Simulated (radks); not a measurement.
Problem. The mean radii <r> (bohr) of the occupied orbitals of an atom or ion are listed with their occupations. Calculated with a radial shooting solver on a logarithmic mesh with Libxc functionals: Dirac Kohn-Sham, PBEsol, spin-unpolarised, spherical densities, point nucleus.

| orbital | occ. | <r> |
|---|---|---|
| 1s1/2 | 2 | 0.06318 |
| 2s1/2 | 1 | 0.2657 |
| 2p1/2 | 0.333333 | 0.2266 |
| 2p3/2 | 0.666667 | 0.2288 |
| 3p1/2 | 0.333333 | 0.5917 |
| 3p3/2 | 0.666667 | 0.5950 |

Name the element and its charge. Open shells, if any, are shared by 2j + 1.

Solution. Z = 24, chromium, charge +19: Cr19+ in [He] 2s1 2p1 3p1. The 1s radius gives Z: for a bare nucleus <r> = (2 gamma + 1)/(2Z) with gamma = sqrt(1 - (Z/c)^2), 0.06186 bohr for Z = 24, and screening makes it slightly larger (0.06318 here). The occupations add up to 5, and the charge is Z minus that.
